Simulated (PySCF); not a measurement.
Al(GeH3)2(H) (AlGe2H7), SMILES [AlH]([GeH3])[GeH3].

The structure is a stationary point at PBE-D3(BJ)/def2-SVP. The structure was generated by enumeration; whether it is a known compound was not checked.

All values below come from PBE-D3(BJ)/def2-SVP run with PySCF.

Frequencies are harmonic and unscaled.

A small imaginary wavenumber (i) marks a very flat motion, where grid noise or a shallow saddle decides the sign.

Problem. Estimate the vibrational spectrum. (Estimate from the structure and the level; the computed values follow.)

Solution. 
```json
[
 {"mode": "1", "ν (cm⁻¹)": "21i", "IR (km/mol)": "0.0", "moving atoms (share of kinetic energy)": "H 87 %, Al 11 %"},
 {"mode": "2", "ν (cm⁻¹)": "2i", "IR (km/mol)": "0.3", "moving atoms (share of kinetic energy)": "H 100 %"},
 {"mode": "3", "ν (cm⁻¹)": "62", "IR (km/mol)": "1.7", "moving atoms (share of kinetic energy)": "Ge 67 %, Al 21 %, H 12 %"},
 {"mode": "4", "ν (cm⁻¹)": "248", "IR (km/mol)": "4.1", "moving atoms (share of kinetic energy)": "Al 47 %, Ge 39 %, H 14 %"},
 {"mode": "5", "ν (cm⁻¹)": "269", "IR (km/mol)": "48.4", "moving atoms (share of kinetic energy)": "H 97 %"},
 {"mode": "6", "ν (cm⁻¹)": "326", "IR (km/mol)": "1.3", "moving atoms (share of kinetic energy)": "H 96 %"},
 {"mode": "7", "ν (cm⁻¹)": "338", "IR (km/mol)": "19.6", "moving atoms (share of kinetic energy)": "H 90 %"},
 {"mode": "8", "ν (cm⁻¹)": "364", "IR (km/mol)": "0.2", "moving atoms (share of kinetic energy)": "Al 64 %, Ge 18 %, H 17 %"},
 {"mode": "9", "ν (cm⁻¹)": "429", "IR (km/mol)": "1.8", "moving atoms (share of kinetic energy)": "H 80 %, Al 14 %"},
 {"mode": "10", "ν (cm⁻¹)": "453", "IR (km/mol)": "5.2", "moving atoms (share of kinetic energy)": "H 79 %, Al 17 %"},
 {"mode": "11", "ν (cm⁻¹)": "588", "IR (km/mol)": "344.5", "moving atoms (share of kinetic energy)": "H 88 %, Al 11 %"},
 {"mode": "12", "ν (cm⁻¹)": "748", "IR (km/mol)": "233.8", "moving atoms (share of kinetic energy)": "H 97 %"},
 {"mode": "13", "ν (cm⁻¹)": "770", "IR (km/mol)": "61.2", "moving atoms (share of kinetic energy)": "H 97 %"},
 {"mode": "14", "ν (cm⁻¹)": "851", "IR (km/mol)": "22.4", "moving atoms (share of kinetic energy)": "H 99 %"},
 {"mode": "15", "ν (cm⁻¹)": "852", "IR (km/mol)": "1.7", "moving atoms (share of kinetic energy)": "H 99 %"},
 {"mode": "16", "ν (cm⁻¹)": "854", "IR (km/mol)": "36.2", "moving atoms (share of kinetic energy)": "H 99 %"},
 {"mode": "17", "ν (cm⁻¹)": "858", "IR (km/mol)": "46.6", "moving atoms (share of kinetic energy)": "H 99 %"},
 {"mode": "18", "ν (cm⁻¹)": "1849", "IR (km/mol)": "185.4", "moving atoms (share of kinetic energy)": "H 96 %"},
 {"mode": "19", "ν (cm⁻¹)": "2039", "IR (km/mol)": "147.2", "moving atoms (share of kinetic energy)": "H 99 %"},
 {"mode": "20", "ν (cm⁻¹)": "2043", "IR (km/mol)": "20.8", "moving atoms (share of kinetic energy)": "H 99 %"},
 {"mode": "21", "ν (cm⁻¹)": "2051", "IR (km/mol)": "7.4", "moving atoms (share of kinetic energy)": "H 98 %"},
 {"mode": "22", "ν (cm⁻¹)": "2052", "IR (km/mol)": "186.4", "moving atoms (share of kinetic energy)": "H 98 %"},
 {"mode": "23", "ν (cm⁻¹)": "2065", "IR (km/mol)": "79.2", "moving atoms (share of kinetic energy)": "H 99 %"},
 {"mode": "24", "ν (cm⁻¹)": "2067", "IR (km/mol)": "147.9", "moving atoms (share of kinetic energy)": "H 99 %"}
]
```
